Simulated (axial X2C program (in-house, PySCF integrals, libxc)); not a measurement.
Outer orbitals of SnTe⁺ at 2.708 Å, B97-3

Computed with an in-house relativistic program for diatomic molecules. Spin-free means the one-electron spin-free X2C Hamiltonian; two-component (2c) means X2C with spin–orbit coupling and atomic mean-field two-electron Coulomb and Gaunt terms, so the difference of the two also holds small scalar two-electron terms. Basis: Te dyall-v2z [9s9p7d], Sn dyall-v2z [9s9p7d] (cores contracted in-house); Gaussian nuclei, density fitting, unrestricted open shells. Masses: Te 129.906 u, Sn 119.902 u.

The distance is close to the 2c PBE0 minimum; the highest filled and lowest empty levels are listed.

Spin-free orbitals, state M_S = 1/2, Λ = 1 (beyond evenly filled blocks: π+α, π+β, π-α) (Löwdin shares):

```json
{"symmetry": "σα", "occupied": "yes", "ε (eV)": "-23.08", "atomic character": "79% Te s, 10% Sn s, 7% Sn p"}
{"symmetry": "σβ", "occupied": "yes", "ε (eV)": "-22.16", "atomic character": "75% Te s, 14% Sn s, 8% Sn p"}
{"symmetry": "σα", "occupied": "yes", "ε (eV)": "-17.97", "atomic character": "73% Sn s, 15% Te p, 10% Te s"}
{"symmetry": "σβ", "occupied": "yes", "ε (eV)": "-17.81", "atomic character": "70% Sn s, 14% Te s, 13% Te p"}
{"symmetry": "σα", "occupied": "yes", "ε (eV)": "-12.84", "atomic character": "52% Te p, 33% Sn p, 12% Sn s"}
{"symmetry": "π+α", "occupied": "yes", "ε (eV)": "-12.72", "atomic character": "85% Te p, 13% Sn p"}
{"symmetry": "π-α", "occupied": "yes", "ε (eV)": "-12.72", "atomic character": "85% Te p, 13% Sn p"}
{"symmetry": "σβ", "occupied": "yes", "ε (eV)": "-12.61", "atomic character": "51% Te p, 35% Sn p, 10% Sn s"}
{"symmetry": "π+β", "occupied": "yes", "ε (eV)": "-11.93", "atomic character": "75% Te p, 22% Sn p, 2% Sn d"}
{"symmetry": "π-β", "occupied": "no", "ε (eV)": "-10.02", "atomic character": "66% Te p, 32% Sn p"}
{"symmetry": "π-α", "occupied": "no", "ε (eV)": "-8.26", "atomic character": "86% Sn p, 13% Te p"}
{"symmetry": "π+α", "occupied": "no", "ε (eV)": "-8.26", "atomic character": "86% Sn p, 13% Te p"}
{"symmetry": "π+β", "occupied": "no", "ε (eV)": "-8.15", "atomic character": "76% Sn p, 22% Te p"}
```

Spinors with spin–orbit coupling (state Ω = 3/2):

| ω | occupied | ε (eV) | atomic character | λ mixture |
| --- | --- | --- | --- | --- |
| 5/2 | yes | -35.33 | 100% Sn d | 100% δ |
| -5/2 | yes | -35.32 | 100% Sn d | 100% δ |
| 3/2 | yes | -35.17 | 100% Sn d | 85% π, 15% δ |
| -3/2 | yes | -35.16 | 100% Sn d | 85% π, 15% δ |
| 1/2 | yes | -35.12 | 100% Sn d | 61% σ, 39% π |
| -1/2 | yes | -35.12 | 100% Sn d | 61% σ, 39% π |
| 1/2 | yes | -23.04 | 79% Te s, 10% Sn s, 7% Sn p | 100% σ |
| -1/2 | yes | -22.15 | 75% Te s, 14% Sn s, 8% Sn p | 100% σ |
| 1/2 | yes | -17.93 | 72% Sn s, 15% Te p, 10% Te s | 100% σ |
| -1/2 | yes | -17.77 | 70% Sn s, 14% Te s, 13% Te p | 100% σ |
| -1/2 | yes | -13.09 | 82% Te p, 13% Sn p, 3% Sn s | 78% π, 22% σ |
| 1/2 | yes | -12.91 | 57% Te p, 28% Sn p, 11% Sn s | 90% σ, 10% π |
| -1/2 | yes | -12.48 | 54% Te p, 35% Sn p, 7% Sn s | 77% σ, 23% π |
| 3/2 | yes | -12.42 | 84% Te p, 14% Sn p, 2% Sn d | 100% π |
| 1/2 | yes | -12.11 | 71% Te p, 26% Sn p | 91% π, 9% σ |
| -3/2 | no | -9.80 | 65% Te p, 33% Sn p | 100% π |
| -1/2 | no | -8.39 | 85% Sn p, 13% Te p | 99% π, 1% σ |
| 1/2 | no | -8.29 | 77% Sn p, 22% Te p | 99% π, 1% σ |
| 3/2 | no | -8.04 | 84% Sn p, 14% Te p | 100% π |

Q: How does the gap between the highest filled and lowest empty level change from the spin-free to the 2c table?

A: From 1.91 to 2.31 eV at B97-3, a change of 0.40 eV.

Mulliken charges and populations of the two-component result (they depend on the basis, above all on diffuse functions):

Te 0.17 e (s 9.98 p 21.81 d 20.04), Sn 0.83 e (s 9.96 p 19.15 d 20.07). ⟨Lz⟩ = 1.00 ħ and ⟨Sz⟩ = 0.50 ħ (0.49 and 0.01 on the two atoms), which add up to Ω.

One determinant describes the state; a PBE0 search over occupations chose it and may have missed a lower one. Density functionals use the spin component along the axis (collinear). Without a current term, density functionals place determinants with orbital angular momentum somewhat too high. The determinant is spin-polarised beyond a pure state at some levels (its spin-free form has ⟨S²⟩ too high), which makes Re and μ there less reliable.
